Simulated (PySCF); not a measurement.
Ions at one geometry of [La(BH4)2]+

PySCF 2.14.0, RKS PBE0, La def2-SVP with ECP46, B def2-SVP, H def2-SVP; non-relativistic Hamiltonian with scalar-relativistic core potentials where named; density fitting; no spin-orbit coupling; singlets restricted, open shells unrestricted. The geometry is relaxed for charge +1, singlet, vacuum:

```xyz
11

La    0.0000    0.0000   -0.5353
B     2.0478    0.0048    0.9234
H     2.9646    0.0314    1.6964
H     1.1128   -0.7725    1.2911
H     2.3370   -0.3343   -0.2526
H     1.4556    1.1260    0.8069
B    -2.0478   -0.0048    0.9235
H    -2.9647   -0.0314    1.6964
H    -1.1128    0.7724    1.2913
H    -2.3368    0.3343   -0.2525
H    -1.4556   -1.1260    0.8070
```

Energies count from the relaxed state; an electron taken off or put on is at rest in vacuum. Charges and spins are Mulliken's.

| state | energy (eV) | spin squared | charge on La1 (e) | spin on La1 (e) | dipole about the centre of mass (D) |
| --- | --- | --- | --- | --- | --- |
| charge +1, singlet, vacuum | 0.00 | 0.00 | 1.24 | 0.00 | 5.24 |
| charge +2, doublet, vacuum | 15.65 | 0.76 | 1.43 | 0.00 | 0.21 |

**Question.** What does the state charge 0, doublet, vacuum give?

**Answer.** energy (eV) -5.87, spin squared 0.75, charge on La1 (e) 0.53, spin on La1 (e) 1.04, dipole about the centre of mass (D) 5.67.

With an electron taken off (doublet) the charges change, summed by element, by La +0.19 e, B +0.11 e, H +0.70 e. The vertical ionisation energy is 15.65 eV, against −ε(HOMO) = 13.62 eV of the relaxed state. The level lies 2.0 eV too high, as is usual for semilocal functionals and global hybrids, which keep a self-interaction error.

With an electron put on (doublet) the charges change, summed by element, by La -0.71 e, B +0.01 e, H -0.30 e. The vertical electron affinity is 5.87 eV, against −ε(LUMO) = 7.47 eV of the relaxed state.

Open shells may have lower solutions than those found.
